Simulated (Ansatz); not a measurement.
`O=C=[N][Ti]([F])([F])[F]` + CH₃SH → `C[S][Ti]([F])([F])[F]` + `N=C=O` at 500 K and 1 bar (ligand exchange at a Ti–N bond).

Program: Ansatz. Geometries: PBE0-D4/def2-TZVP. ΔE: electronic, gas phase. CCSD(T)/CBS adds triple-zeta CCSD(T) − MP2 to the extrapolated MP2 energy (def2 sets, frozen cores). This one scheme is used for every species. For Ti outer-core shells are correlated without core-valence functions, which leaves a few kJ/mol of doubt a bond. Scalar relativity is left out up to krypton. Each species was taken in one conformer, which may not be the lowest.

```
                   species  CCSD(T)/CBS energy (Eh)  H − E (kJ/mol)  S (J/(mol·K))
`O=C=[N][Ti]([F])([F])[F]`              -1316.47904           102.5          440.7
                     CH₃SH               -438.22835           145.1          283.7
   `C[S][Ti]([F])([F])[F]`              -1586.17720           173.6          472.0
                   `N=C=O`               -168.51995            77.7          264.2
```

H − E and S are ideal-gas, rigid-rotor, harmonic terms from PBE0-D4/def2-TZVP, for one conformer and one mirror image of each species. 1 Eh = 2625.50 kJ/mol, R = 8.31446 J/(mol·K).

Question: By hand: ΔE, ΔH, ΔS and ΔG.

Answer: ΔE = (-1586.17720) + (-168.51995) − (-1316.47904) − (-438.22835) = 0.01024 Eh = 26.9 kJ/mol. Δ(H − E) = 173.6 + 77.7 − 102.5 − 145.1 = 3.7, so ΔH = 30.6 kJ/mol. ΔS = 472.0 + 264.2 − 440.7 − 283.7 = 11.8 J/(mol·K). ΔG = 30.6 − 500 × (11.8)/1000 = 24.7 kJ/mol.

Question: By hand: the equilibrium constant, and the temperature at which ΔG would vanish if ΔH and ΔS stayed fixed.

Answer: log₁₀ K = −ΔG/(RT ln 10) = -2.6. ΔG = 0 at ΔH/ΔS = 2593 K, far beyond where these terms or the molecules hold.

The number of gas molecules stays the same, so ΔS is small and ΔH decides. A doubt of 5 kJ/mol in ΔE shifts log₁₀ K by 0.5 here. Other conformers and mirror images would add mixing entropy, several J/(mol·K) or more a flexible species. Modes under 60 cm⁻¹, often nearly free rotors, make the harmonic entropy too high. These are equilibria of isolated gas molecules and say nothing of rates. Largest T1 diagnostic: 0.024 (customary marks: 0.02 for closed shells, 0.045 for open ones).
